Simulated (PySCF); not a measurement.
NMR data simulated for an unnamed compound:

1H NMR (400 MHz, computed): δ 2.83 (m, 1H), 1.29 (d, 6H), 0.54 (m, 1H), 0.50 (m, 2H), 0.41 (m, 2H).

13C{1H} NMR (computed): δ 23.3 (CH3), 18.1 (CH), -4.2 (CH2).

Single conformer, fast rotation and ring inversion assumed for equivalent nuclei, no solvent model, no relativistic terms. Structure optimised with GFN2-xTB; PBE0/pcSseg-1 with gauge-including orbitals; PySCF 2.14.0 with density-fitted response routines.

δ = σ(ref) − σ, references computed at the same level: TMS for 1H, 13C.

Which of these does the molecule contain: a (CH3)2CH unit, an NH or NH2 group, a three-membered ring, a Si–H bond, a methoxy group, a CF3 group?

Results:


- A (CH3)2CH unit: yes (δC 23.3, 18.1; δH 1.29 (d), 0.54 (m)).
- An NH or NH2 group: no.
- A three-membered ring: yes.
- A Si–H bond: yes (δH 2.83 (m)).
- A methoxy group: no.
- A CF3 group: no.

The data belong to SMILES CC(C)[SiH]1CC1, C₅H₁₂Si; they needn't prove each group on their own.

Carbon signals by region: 3 below 50 ppm.

Shifts are as computed. Against solution values, carbons near 30 ppm lie about +3 ppm off and those near 130 ppm about +5 ppm. Of 1309 compounds with measured shifts, 239 miss one by over three times the rms of a fit or turn the order of signals round; such compounds aren't used in these exercises. No couplings were computed; multiplicities are counted from neighbouring protons, with m where these are inequivalent, close in shift, in a saturated or five-membered ring or joined by F or P, and br s for small geminal =CH2 splittings.
